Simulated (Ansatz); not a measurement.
Species: C4H10O, charge 0, multiplicity 1. 
Geometry from a B3LYP-D3(BJ)/def2-TZVP (Ansatz, a quantum-chemistry and plane-wave program) optimisation:
```xyz
15

C     -0.1469     1.5674     0.1858
C     -0.4585     0.0755     0.2483
C     -1.7711    -0.2620    -0.4354
O      0.5451    -0.7063    -0.3968
C      1.7693    -0.7879     0.2970
H      0.7860     1.8099     0.6955
H     -0.9432     2.1408     0.6641
H     -0.0656     1.8890    -0.8545
H     -0.5108    -0.2339     1.3034
H     -1.7280     0.0185    -1.4896
H     -1.9690    -1.3321    -0.3733
H     -2.5977     0.2754     0.0320
H      2.3021     0.1694     0.3228
H      2.3875    -1.5139    -0.2296
H      1.6207    -1.1310     1.3296
```
Charge 0, spin multiplicity 1.

Quantity: vertical ionisation energy (to the doublet state of charge +1; each state is the SCF solution reached for its spin), in eV. Correlated levels leave the core frozen unless marked. UHF or UKS for open shells. Spin-orbit coupling is left out. No relativistic terms. CBS marks a two-point X^-3 extrapolation of the correlation energy; Hartree-Fock from the larger set. The bracket is a focal-point correction in the basis named.

```
level                 program  vertical ionisation energy (eV)
--------------------  -------  -------------------------------
PBE/def2-TZVPD         Ansatz                             9.24
r2SCAN/def2-TZVPD      Ansatz                             9.31
PBE0/def2-TZVPD        Ansatz                             9.46
CAM-B3LYP/def2-TZVPD   Ansatz                             9.64
```

**Question.** What does RI-MP2/CBS(aug-cc-pVTZ,aug-cc-pVQZ)+[CCSD(T)-MP2]/aug-cc-pVTZ (Ansatz) give?

**Answer.** 9.88 eV, so CAM-B3LYP/def2-TZVPD differs from it by -0.24 eV.
